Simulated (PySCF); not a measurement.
PySCF input for GeH5O3P, SMILES [OH][Ge]([OH])([OH])[PH2], PBE/pcSseg-1. Coordinates come from a B3LYP-D3(BJ)/def2-SVP optimisation. Other conformers were not sampled.

```python
import numpy as np
from pyscf import gto, scf, dft
from pyscf.prop.nmr import rks as nmr

mol = gto.M(
    atom='''
    O    -0.37650502    0.09453442    1.86277892
    Ge   -0.25398076    0.01349065    0.09148185
    O    -1.12719303    1.49148328   -0.40113502
    O    -1.09482110   -1.45061922   -0.46523160
    P     1.88459989   -0.12549189   -0.79732540
    H    -0.78345817    0.93046252    2.13331350
    H    -1.31001187    1.52688128   -1.34966288
    H    -1.84889031   -1.66242650    0.10340500
    H     2.20195893   -1.24865627    0.02619270
    H     2.38694046    0.82122865    0.14791528
    ''',
    basis='pcSseg-1',
    charge=0,
    spin=0,
    max_memory=1600,
    verbose=3,
)
mf = dft.RKS(mol, xc='pbe')
mf.grids.level = 3
mf.conv_tol = 1e-10
mf.max_cycle = 100
mf.kernel()
n = nmr.NMR(mf)
n.verbose = 2
n.max_cycle_cphf = 60
sigma = n.kernel()
print('atom   isotropic/ppm   span/ppm')
for i, s in enumerate(sigma):
    w = np.linalg.eigvalsh((s + s.T) / 2)
    print(f'{mol.atom_symbol(i):2s}{i + 1:3d} {w.mean():14.3f} {w[2] - w[0]:11.3f}')
```

Output:

```
converged SCF energy = -2646.17352190057
atom   isotropic/ppm   span/ppm
O   1        247.108      96.803
Ge  2       1178.334     153.903
O   3        237.771      96.891
O   4        236.879     100.227
P   5        563.792      88.593
H   6         29.282      20.595
H   7         29.579      20.172
H   8         29.525      20.986
H   9         28.971      12.683
H  10         29.375      12.765
```

The run converged.

Cost: around 26 core-seconds (rough).
